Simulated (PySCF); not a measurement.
The free ion Pd+ in its d9 configuration. Only this configuration is treated; at so low a charge one with s electrons may lie lower or mix in.

Method (PySCF 2.14, density fitting): CASSCF(9,5) with orbitals averaged over all microstates of the shell, strongly contracted NEVPT2 on the averaged canonical orbitals; basis x2c-TZVPall; spin-free X2C; gas phase; spin-orbit coupling by state interaction with the mean-field operator over all roots.

Task: Which term lies lowest, and with what spin?

Result: 2D (S = 1/2, orbital degeneracy 5), by NEVPT2.

Task: What magnetic behaviour follows?

Result: The lowest spin-orbit level is 6-fold with J = 5/2; the next lies at 3431.1 cm⁻¹. μeff is 3.56 μB at 300 K and 3.55 μB at 10 K; the free-ion value g_J√(J(J+1)) for the Hund's-rule level J = 5/2 is 3.55 μB.

The job took 3.6 s on one thread of Arm Neoverse N1 (shared host), with 63 basis functions, launched as `OMP_NUM_THREADS=1 python lf_run.py task.json out`.
